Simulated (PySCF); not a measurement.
# Te³¹⁺ (tellurium, charge +31) across methods

[Ar] 3d3, high-spin 4F determinant. Calculation: PySCF 2.14, in an uncontracted even-tempered set (17 s from 4.4 bohr⁻², ratio 2.5; 11 p from 5.7 bohr⁻², ratio 2.5; 8 d from 5.7 bohr⁻², ratio 2.5; 4 f from 22 bohr⁻², ratio 2.7; 3 g from 33 bohr⁻², ratio 2.7); the non-relativistic Hamiltonian (point nucleus).

| method | E (hartree) | mean ε 3p α (eV) | mean ε 3p β (eV) | mean ε 3d α (eV) | Σ⟨r²⟩ (bohr²) | ⟨S²⟩ |
| --- | --- | --- | --- | --- | --- | --- |
| LDA | -5943.57 | -2020.1 | -2009.0 | -1846.4 | 1.208 | 3.750 |
| PBE0 | -5949.19 | -2034.0 | -2019.4 | -1859.1 | 1.207 | 3.750 |
| TPSSh | -5949.59 | -2027.4 | -2014.4 | -1852.2 | 1.207 | 3.750 |
| r2SCANh | -5949.62 | -2031.1 | -2016.6 | -1856.4 | 1.206 | 3.750 |
| r2SCAN | -5949.62 | -2026.5 | -2013.1 | -1852.2 | 1.206 | 3.750 |
| PBE | -5949.06 | -2021.0 | -2009.8 | -1847.5 | 1.207 | 3.750 |

(1) Estimate the same row for UHF.

A non-relativistic calculation at this Z misses sizeable relativistic shifts. Spin-orbit coupling, absent here, splits the open shell strongly.

Results:

(1) E (hartree) = -5948.55798; mean ε 3p α (eV) = -2071.3; mean ε 3p β (eV) = -2045.8; mean ε 3d α (eV) = -1892.5; Σ⟨r²⟩ (bohr²) = 1.207; ⟨S²⟩ = 3.750.
